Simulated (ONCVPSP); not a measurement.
## P: one change to an ONCV potential, before and after

P (Z = 15), optimised norm-conserving Vanderbilt (ONCV), made with ONCVPSP 4.0.1 (PBE, scalar-relativistic). Core [Ne], reference 3s2 3p3. Waves: 3s: rc 1.65 bohr, ncon 4, nbas 8, qcut 3 1/bohr, 2 projectors, debl 3.7 Ha; 3p: rc 1.25 bohr, ncon 4, nbas 8, qcut 7.3 1/bohr, 2 projectors, debl 2 Ha; d scattering state at 0.44 Ha: rc 1.40 bohr, ncon 3, nbas 8, qcut 7.8 1/bohr, 2 projectors, debl 3.3 Ha. Local part: polynomial inside 1.15 bohr (lpopt 5, dvloc0 -1 Ha). Core correction: polynomial model core, fcfact 0.7.

All-electron outer shells of the reference configuration (PBE, scalar-relativistic, ld1.x):

```json
{"shell": "2s", "level (eV)": "-173.99", "outermost node (bohr)": "0.14", "outermost maximum (bohr)": "0.42"}
{"shell": "2p", "level (eV)": "-124.49", "outermost node (bohr)": "–", "outermost maximum (bohr)": "0.36"}
{"shell": "3s", "level (eV)": "-13.97", "outermost node (bohr)": "0.65", "outermost maximum (bohr)": "1.58"}
{"shell": "3p", "level (eV)": "-5.51", "outermost node (bohr)": "0.64", "outermost maximum (bohr)": "1.83"}
```

Change: p: qcut 8.5.

Cutoffs: the cutoffs (Ha) at which the residual kinetic energy of the hardest occupied pseudo-wave falls to 1 and 0.1 mHa per electron; they do not see the model core or the augmentation charge, which bear on the density cutoff. Errors are all-electron minus pseudo energies relative to the spin-unpolarised reference configuration.

What does the change do?

The potential gets softer (51 Ha and 116 Ha → 51 Ha and 63 Ha); both files keep a bound ghost (p); the errors of the 4 common tests hardly move.

```tsv
quantity	base	changed
cutoff, loose	51 Ha	51 Ha
cutoff, tight	116 Ha	63 Ha
loose cutoff by channel	s 51 Ha, p 25 Ha	s 51 Ha, p 29 Ha
bound ghosts	p	p
GHOST(+) flags under 300 eV	s at 109.1 eV	s at 109.1 eV
error for 3s2 3p2, meV [ΔE 9.73 eV]	+0.7	+0.7
error for 3s2 3p1, meV [ΔE 28.88 eV]	+9.4	+9.0
error for 3s2 3p0, meV [ΔE 58.62 eV]	+44	+41
error for 3s2 3p2.5, meV [ΔE 3.77 eV]	0.0	0.0
s: phases at 1.68 bohr within 0.05 rad from the reference energy up to (Ha; the scan ends near 5)	3.9	3.9
p: phases at 1.27 bohr within 0.05 rad from the reference energy up to (Ha; the scan ends near 5)	to the end of the scan	to the end of the scan
d: phases at 1.42 bohr within 0.05 rad from the reference energy up to (Ha; the scan ends near 5)	to the end of the scan	to the end of the scan
rms error of d²Exc/dni dnj with the model core, mHa	0.50	0.50
```

Base: The cutoffs count occupied waves only; projector 2 of the p channel, the hardest unoccupied one, needs 153 Ha at the loose tolerance. A true bound ghost makes a file unfit for plane-wave use even where its test errors are small: the radial tests pick states by their node count and pass the ghost by.
